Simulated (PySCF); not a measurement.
C8H7FO.
SMILES: `c1cc(ccc1C=O)CF`

All values: CAM-B3LYP/def2-SVPD (PySCF, non-relativistic), on one gas-phase PBE0-D3(BJ)/def2-SVP geometry that isn't relaxed in the solvent. The solvent is an IEF-PCM continuum (cavity from Bondi-type radii × 1.2), and excitations are vertical TDDFT with non-equilibrium linear response and a frozen core. Only the electrostatic response of the medium enters.

Gas-phase singlets (H = HOMO, L = LUMO):

```tsv
state	E (eV)	λ (nm)	f	leading configuration
S1	3.907	317	0.000	H-1→L 86%
S2	5.011	247	0.013	H-2→L 70%
S3	5.288	234	0.331	H→L 91%
S4	6.394	194	0.212	H→L+1 67%
S5	6.563	189	0.000	H-1→L+1 95%
```

**Question.** Give the list for dichloromethane (ε = 8.93), n² = 2.03.

**Answer.** 
```json
{"state": "S1", "E (eV)": "4.045", "λ (nm)": "307", "f": "0.000", "leading configuration": "H-2→L 89%", "change by rank (eV)": "+0.138"}
{"state": "S2", "E (eV)": "4.935", "λ (nm)": "251", "f": "0.029", "leading configuration": "H-1→L 78%", "change by rank (eV)": "-0.076"}
{"state": "S3", "E (eV)": "5.114", "λ (nm)": "242", "f": "0.457", "leading configuration": "H→L 94%", "change by rank (eV)": "-0.174"}
{"state": "S4", "E (eV)": "6.276", "λ (nm)": "198", "f": "0.276", "leading configuration": "H→L+1 75%", "change by rank (eV)": "-0.118"}
{"state": "S5", "E (eV)": "6.583", "λ (nm)": "188", "f": "0.562", "leading configuration": "H-1→L+1 90%", "change by rank (eV)": "+0.020"}
```

**Question.** Give the list for acetone (ε = 20.49), n² = 1.85.

**Answer.** 
```json
{"state": "S1", "E (eV)": "4.061", "λ (nm)": "305", "f": "0.000", "leading configuration": "H-2→L 89%", "change by rank (eV)": "+0.154"}
{"state": "S2", "E (eV)": "4.930", "λ (nm)": "251", "f": "0.029", "leading configuration": "H-1→L 78%", "change by rank (eV)": "-0.081"}
{"state": "S3", "E (eV)": "5.117", "λ (nm)": "242", "f": "0.445", "leading configuration": "H→L 93%", "change by rank (eV)": "-0.171"}
{"state": "S4", "E (eV)": "6.287", "λ (nm)": "197", "f": "0.262", "leading configuration": "H→L+1 75%", "change by rank (eV)": "-0.107"}
{"state": "S5", "E (eV)": "6.601", "λ (nm)": "188", "f": "0.553", "leading configuration": "H-1→L+1 89%", "change by rank (eV)": "+0.038"}
```

**Question.** The ground-state energy changes by -0.314 eV from gas to acetone. By how much does the total energy of gas-phase S3 change?

**Answer.** E(S3) = E(S0) + excitation energy, so it changes by -0.314 − 0.171 = -0.485 eV: it is lowered more than the ground state, which is what a red shift means. This is the vertical state, with the slow part of the continuum still set for S0.

**Question.** How do the frontier levels move from gas to acetone?

**Answer.** 
```tsv
orbital	gas (eV)	solvent (eV)	change (eV)
LUMO+2	1.19	1.45	+0.26
LUMO+1	0.23	0.48	+0.25
LUMO	-0.93	-0.84	+0.09
HOMO	-8.86	-8.68	+0.18
HOMO-1	-9.14	-8.93	+0.21
HOMO-2	-9.16	-9.25	-0.09
HOMO-3	-11.63	-11.34	+0.29
```

The HOMO–LUMO gap goes from 7.93 to 7.84 eV. Rows go by rank; for HOMO-2, HOMO-1, HOMO and LUMO+2 the atom shares or the degeneracy differ between the runs, so the row needn't follow one orbital.

Conformer computed: `[O:1]=[CH:2][c:3]1[cH:4][cH:5][c:6]([CH2:7][F:8])[cH:9][cH:10]1`: O1–C2–C3–C4 -179°, C5–C6–C7–F8 -1°.
